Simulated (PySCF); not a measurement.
GaF3, SMILES [F][Ga]([F])[F]. Geometry: PBE0-D3(BJ)/def2-SVP. The isomer is the one that the SMILES or the coordinates give; other isomers of the formula were not compared.

Method: PBE0-D3(BJ)/def2-SVP (PySCF).

Harmonic wavenumbers (cm⁻¹): 187, 187, 203, 681, 777, 777. Rotational constants (GHz): 5.943, 5.943, 2.972; symmetry number 6.

Problem. Work out the zero-point energy and the ideal-gas rigid-rotor harmonic-oscillator thermochemistry at 298.15 K and 1 atm.

Solution. ZPE = ½ Σ hcν = ½ × 2813 cm⁻¹ = 4.02 kcal/mol. H − E(el) = 7.65 kcal/mol. Entropy in cal/(mol K): translation 40.42, rotation 21.97, vibration 7.39, total 69.79. G − E(el) = -13.16 kcal/mol. Cp = 15.74 cal/(mol K).
